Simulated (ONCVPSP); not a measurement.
Which change was made? (Pm, ONCV)

ONCVPSP 4.0.1 input, shortened (lines: element, Z, core and valence counts, functional; n l f; lmax; l rc ep ncon nbas qcut; lloc lpopt rc5 dvloc0; l nproj debl; icmod fcfact rcfact), PBE, fully relativistic:

```
  Pm 61.00    9    4        4      upf
    1    0    2.00
    2    0    2.00
    2    1    6.00
    3    0    2.00
    3    1    6.00
    3    2   10.00
    4    0    2.00
    4    1    6.00
    4    2   10.00
    4    3    5.00
    5    0    2.00
    5    1    6.00
    6    0    2.00
    3
    0    2.50    0.00    4    8    5.30
    1    2.05    0.00    4    8    6.80
    2    2.50    0.32    4    7    3.40
    3    1.15    0.00    4    9   13.60
    4    5    0.90    4.00
    0    2    2.30
    1    1    0.80
    2    3    1.50
    3    1    3.00
    3    5.50    1.10
```

Open shells are filled in proportion to 2j + 1.

In the d channel the program set the typed energies aside and used 0.050, 1.550, 3.050 Ha (j = l + 1/2; the other j can differ).

Cutoffs, loose and tight: the cutoffs (Ha) at which the residual kinetic energy of the hardest occupied pseudo-wave falls to 1 and 0.1 mHa per electron. They do not see the model core or the augmentation charge, which bear on the density cutoff. Test errors are all-electron minus pseudo excitation energies from the reference, over the configurations 4f5 5s2 5p6 6s1; 4f5 5s2 5p6 6s0; 4f4 5s2 5p6 6s0; 4f5 5s2 5p6 5d1 6s0; variants that change the core or the reference have their own tests.

The base gives: outcome: generated, projector energies reset by the program; cutoff, loose: 83 Ha; cutoff, tight: 211 Ha; bound ghosts: s, p3/2, p1/2; GHOST(+) flags above zero: d3/2; largest test error (meV): tests left out (the all-electron energies of this program are off by 10 to 40 meV for near-neutral 4f atoms).

(1) After one change the result is: outcome: generated, projector energies reset by the program; cutoff, loose: 147 Ha; cutoff, tight: 399 Ha; bound ghosts: s, p3/2, p1/2; GHOST(+) flags above zero: d3/2; largest test error (meV): tests left out (the all-electron energies of this program are off by 10 to 40 meV for near-neutral 4f atoms). Which change was it?
A. f: rc 1.5
B. f: rc 1
C. f: rc 0.8; local potential polynomial inside 0.80 bohr (lpopt 5, dvloc0 4 Ha)

Results:

(1) B. The others give: f: rc 0.8; local potential polynomial inside 0.80 bohr (lpopt 5, dvloc0 4 Ha) → outcome: generated, projector energies reset by the program; cutoff, loose: 534 Ha; cutoff, tight: 880 Ha; bound ghosts: s, p3/2, p1/2; GHOST(+) flags above zero: d5/2, d3/2; largest test error (meV): tests left out (the all-electron energies of this program are off by 10 to 40 meV for near-neutral 4f atoms) | f: rc 1.5 → outcome: failed: ERROR pspot: first pseudo wave function has node, program will stop.
